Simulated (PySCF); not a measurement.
Molecule: SMILES C1C(OCC)(F)CC1, C6H11FO.

Bonds (- single, = double, # triple, : aromatic): C1-C2, C2-O3, O3-C4, C4-F5, C4-C6, C6-C7, C7-C8, C8-C4. C1 carries H9, H10, H11; C2 carries H12, H13; C6 carries H14, H15; C7 carries H16, H17; C8 carries H18, H19.

Frames of a GFN2-xTB Langevin trajectory at 400 K; GIAO PBE0/pcSseg-1 shieldings in PySCF 2.14, gas phase, non-relativistic; equivalent atoms averaged within each frame.

Chemical shifts δ = σref − σ; TMS for $^{13}$C (σref 186.93) and $^{1}$H (σref 31.72); $^{17}$O (σref 336.08) vs H2O; $^{19}$F (σref 170.95) vs CFCl3, all at this level. The references are static minima.

How do the shifts (ppm) fluctuate along the trajectory?

Answers


```tsv
time (fs)	C4	C2	C6/C8	C1	C7	O3	F5	H12/H13	H9/H10/H11	H16
250	113.2	70.3	35.9	21.7	11.3	117.7	-98.9	5.23	2.59	2.41
425	110.6	59.9	34.3	28.9	16.0	113.3	-122.2	3.89	2.27	2.08
625	112.4	68.7	34.3	10.3	16.5	136.0	-117.7	4.60	1.13	2.95
800	137.3	61.7	40.0	21.6	8.9	127.5	-52.8	4.24	1.37	2.11
1000	129.5	59.2	39.7	20.0	16.8	123.6	-115.7	3.51	1.51	3.12
mean of frames	120.6	64.0	36.8	20.5	13.9	123.6	-101.5	4.29	1.77	2.53
standard deviation	12.1	5.2	2.9	6.7	3.6	8.8	28.6	0.66	0.62	0.48
```

5 frames give an uncertainty of the mean of about the standard deviation over 2.2 at best, since frames this close in time may not be independent; classical motion lacks zero-point vibration, and the reference would need the same averaging.
